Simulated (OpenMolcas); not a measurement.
# Cd⁺: effect of the active space

```json
{"Program": "OpenMolcas", "Method": "SS-CASPT2 or its RAS form, IPEA 0.25 Eh, imaginary shift 0.1 Eh", "Basis": "ANO-RCC-VDZP", "Scalar Hamiltonian": "DKH2, point nucleus", "Spin-orbit coupling": "RASSI with atomic mean-field integrals over the reference wave functions, term energies averaged over their components"}
```

A. 1 electron in 4 orbitals (5s 5p); 2S+1 = 2 even, 1 root; 2S+1 = 2 odd, 3 roots; closed shells correlated: 4d; CASPT2 step roughly 0.6 core-seconds
B. 1 electron in 8 orbitals (5s 5p 6s 6p); 2S+1 = 2 even, 1 root; 2S+1 = 2 odd, 3 roots; closed shells correlated: 4d; CASPT2 step of the order of 0.8 core-seconds
C. 1 electron in 9 orbitals (RAS2 5s 5p; RAS3 5d, at most 1 electron); 2S+1 = 2 even, 1 root; 2S+1 = 2 odd, 3 roots; closed shells correlated: 4d; CASPT2 step about 1 core-seconds

Energies in cm⁻¹ above 5s ²S_1/2, the measured ground level; measured values from NIST Handbook of Basic Atomic Spectroscopic Data.

| Level | A | B | C | Measured |
| --- | --- | --- | --- | --- |
| 5s ²S_1/2 | 0.0 | 0.0 | 0.0 | 0.0 |
| 5p ²P°_1/2 | 44819 | 44838 | 44826 | 44136 |
| 5p ²P°_3/2 | 46697 | 46716 | 46704 | 46619 |

Deviations, from unrounded energies. A percentage is the sum of absolute deviations over the sum of measured energies, with the sign that they share, or ± where signs differ.

| Against measurement | Levels | A | B | C |
| --- | --- | --- | --- | --- |
| mean absolute deviation (cm-1) | 2 | 380 | 400 | 390 |
| other configurations (%) | 2 | +0.8 | +0.9 | +0.9 |

A, B, C lie about equally close to measurement. The largest miss of A in the table is 5p ²P°_1/2, by +680 cm-1. The ranking rests on the paired levels alone, and a cruder setting can come out closer through cancelling errors.

Among A to C the level of the table that moves most is 5p ²P°_3/2, by 19 cm-1 (lowest in A, highest in B).

With one active electron, CASPT2 adds the correlation within the correlated inactive shells and between them and that electron, and leaves the splitting within a term as the reference gives it. With one active electron outside closed inactive shells, the extra shells (6p 6s) add no correlation to the reference (holds for B). With one active electron outside closed inactive shells, the extra shells (5d) add no correlation to the reference (holds for C). Computed and measured levels are paired by configuration, term and J; levels that our copy of the source lacks, or whose pairing is in doubt (as where it misses far off the trend of its configuration), stay unpaired and out of the deviations. Levels of configurations outside the active space are missing.

° marks odd parity.
